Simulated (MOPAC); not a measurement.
Input file for MOPAC: PM3 on CH6SSn (SMILES C[S][SnH3]), a point of a torsion scan.

```
PM3 1SCF PRECISE CHARGE=0 THREADS=1
CH6SSn

C      1.65394291 1    -0.15607501 1     0.09012468 1
S      1.31756872 1     0.66676361 1    -1.50015970 1
Sn     0.20359875 1    -1.04600327 1    -2.75199057 1
H      1.61914255 1    -1.23498284 1    -0.01369034 1
H      2.64558225 1     0.15430035 1     0.39954182 1
H      0.91630293 1     0.17075531 1     0.81518389 1
H      1.12704908 1    -2.45222115 1    -2.73026357 1
H      0.00800835 1    -0.49913893 1    -4.31312114 1
H     -1.29562891 1    -1.44584669 1    -2.10184833 1
```

It printed:

```
*******************************************************************************
 **                                                                           **
 **                              MOPAC v23.2.5                                **
 **                                                                           **
 *******************************************************************************
 ** MOPAC's Digital Object Identifier: https://doi.org/10.5281/zenodo.6511958 **
 **                                                                           **
 ** Please cite the open-source release paper for use of this MOPAC version:  **
 ** J. E. Moussa and J. J. P. Stewart (2026)                                  **
 ** MOPAC: An open-source semiempirical molecular orbital program             **
 ** J. Open Source Softw., 11(119), 8025, https://doi.org/10.21105/joss.08025 **
 *******************************************************************************

                              PM3 CALCULATION RESULTS

 *******************************************************************************
 *  PM3        - The PM3 Hamiltonian to be used
 *
 *
 *
 *                 CHARGE ON SYSTEM = 0
 *
 *
 *
 *  PRECISE    - TIGHTER CRITERIA TO BE USED
 *  1SCF       - DO 1 SCF AND THEN STOP
 *  THREADS=1  - MULTI-THREADING NOT USED
 *  T=         - A TIME OF 172800.0 SECONDS REQUESTED
 *  DUMP=N     - RESTART FILE WRITTEN EVERY 7200.0 SECONDS REQUESTED
 *******************************************************************************
PM3 1SCF PRECISE CHARGE=0 THREADS=1
 CH6SSn

   ATOM   CHEMICAL          X               Y               Z
  NUMBER   SYMBOL      (ANGSTROMS)     (ANGSTROMS)     (ANGSTROMS)

     1       C          1.65394291  *  -0.15607501  *   0.09012468  *
     2       S          1.31756872  *   0.66676361  *  -1.50015970  *
     3      Sn          0.20359875  *  -1.04600327  *  -2.75199057  *
     4       H          1.61914255  *  -1.23498284  *  -0.01369034  *
     5       H          2.64558225  *   0.15430035  *   0.39954182  *
     6       H          0.91630293  *   0.17075531  *   0.81518389  *
     7       H          1.12704908  *  -2.45222115  *  -2.73026357  *
     8       H          0.00800835  *  -0.49913893  *  -4.31312114  *
     9       H         -1.29562891  *  -1.44584669  *  -2.10184833  *



          CARTESIAN COORDINATES

    NO.       ATOM           X           Y           Z

     1         C          1.6539     -0.1561      0.0901
     2         S          1.3176      0.6668     -1.5002
     3        Sn          0.2036     -1.0460     -2.7520
     4         H          1.6191     -1.2350     -0.0137
     5         H          2.6456      0.1543      0.3995
     6         H          0.9163      0.1708      0.8152
     7         H          1.1270     -2.4522     -2.7303
     8         H          0.0080     -0.4991     -4.3131
     9         H         -1.2956     -1.4458     -2.1018

  H: (PM3): J. J. P. STEWART, J. COMP. CHEM. 10, 209 (1989).
  C: (PM3): J. J. P. STEWART, J. COMP. CHEM. 10, 209 (1989).
  S: (PM3): J. J. P. STEWART, J. COMP. CHEM. 10, 209 (1989).
 Sn: (PM3): J. J. P. STEWART, J. COMP. CHEM. 12, 320-341 (1991).

           Empirical Formula: C H6 S Sn  =     9 atoms



      MOLECULAR POINT GROUP   :   C1


      RHF CALCULATION, NO. OF DOUBLY OCCUPIED LEVELS = 10


 -------------------------------------------------------------------------------
 PM3 1SCF PRECISE CHARGE=0 THREADS=1
 CH6SSn



     1SCF WAS SPECIFIED, SO BFGS WAS NOT USED
     SCF FIELD WAS ACHIEVED


                              PM3 CALCULATION
                                                       MOPAC v23.2.5 Linux




          FINAL HEAT OF FORMATION =         29.73695 KCAL/MOL =     124.41940 KJ/MOL


          COSMO AREA              =        127.61 SQUARE ANGSTROMS
          COSMO VOLUME            =        120.57 CUBIC ANGSTROMS

          IONIZATION POTENTIAL    =          9.373957 EV
          HOMO LUMO ENERGIES (EV) =         -9.374 -2.201
          NO. OF FILLED LEVELS    =         10
          MOLECULAR WEIGHT        =        168.8084         POINT GROUP:  C1

          MOLECULAR DIMENSIONS (Angstroms)

            Atom       Atom       Distance
            H     8    H     5     5.43994
            S     2    H     7     2.98805
            H     9    H     5     2.35323


          SCF CALCULATIONS        =          1





   ATOM   CHEMICAL          X               Y               Z
  NUMBER   SYMBOL      (ANGSTROMS)     (ANGSTROMS)     (ANGSTROMS)

     1       C          1.65394291  *  -0.15607501  *   0.09012468  *
     2       S          1.31756872  *   0.66676361  *  -1.50015970  *
     3      Sn          0.20359875  *  -1.04600327  *  -2.75199057  *
     4       H          1.61914255  *  -1.23498284  *  -0.01369034  *
     5       H          2.64558225  *   0.15430035  *   0.39954182  *
     6       H          0.91630293  *   0.17075531  *   0.81518389  *
     7       H          1.12704908  *  -2.45222115  *  -2.73026357  *
     8       H          0.00800835  *  -0.49913893  *  -4.31312114  *
     9       H         -1.29562891  *  -1.44584669  *  -2.10184833  *

                             CARTESIAN COORDINATES

   1    C        1.653942910    -0.156075010     0.090124680
   2    S        1.317568720     0.666763610    -1.500159700
   3   Sn        0.203598750    -1.046003270    -2.751990570
   4    H        1.619142550    -1.234982840    -0.013690340
   5    H        2.645582250     0.154300350     0.399541820
   6    H        0.916302930     0.170755310     0.815183890
   7    H        1.127049080    -2.452221150    -2.730263570
   8    H        0.008008350    -0.499138930    -4.313121140
   9    H       -1.295628910    -1.445846690    -2.101848330


           Empirical Formula: C H6 S Sn  =     9 atoms



      MOLECULAR POINT GROUP   :   C1


                  EIGENVALUES
 -32.20915 -22.55198 -17.17742 -15.29741 -15.23393 -13.97673 -13.07711 -12.53706
 -11.15413  -9.37396  -2.20129  -0.25239   0.17110   0.30531   0.70575   3.47164
   3.61974   3.68735


              NET ATOMIC CHARGES AND DIPOLE CONTRIBUTIONS

  ATOM NO.   TYPE          CHARGE      No. of ELECS.   s-Pop       p-Pop
    1          C          -0.161513        4.1615     1.14327     3.01824
    2          S          -0.074454        6.0745     1.92682     4.14763
    3         Sn          -0.046943        4.0469     1.10472     2.94222
    4          H           0.069599        0.9304     0.93040
    5          H           0.084678        0.9153     0.91532
    6          H           0.075375        0.9246     0.92463
    7          H           0.010033        0.9900     0.98997
    8          H           0.031936        0.9681     0.96806
    9          H           0.011290        0.9887     0.98871
 DIPOLE           X         Y         Z       TOTAL
 POINT-CHG.     0.134    -0.443     0.633     0.784
 HYBRID        -0.227    -1.170     0.491     1.289
 SUM           -0.093    -1.613     1.124     1.968


          ATOMIC ORBITAL ELECTRON POPULATIONS

     Atom    s        px        py        pz
    1  C   1.14327   1.05148   1.01991   0.94686
    2  S   1.92682   1.75545   1.22109   1.17110
    3 Sn   1.10472   0.98919   0.95332   0.99971
    4  H   0.93040
    5  H   0.91532
    6  H   0.92463
    7  H   0.98997
    8  H   0.96806
    9  H   0.98871

 **********************
 *                    *
 * JOB ENDED NORMALLY *
 *                    *
 **********************




 == MOPAC DONE ==
```

The run finished.

Cost: roughly 0.020 core-seconds.
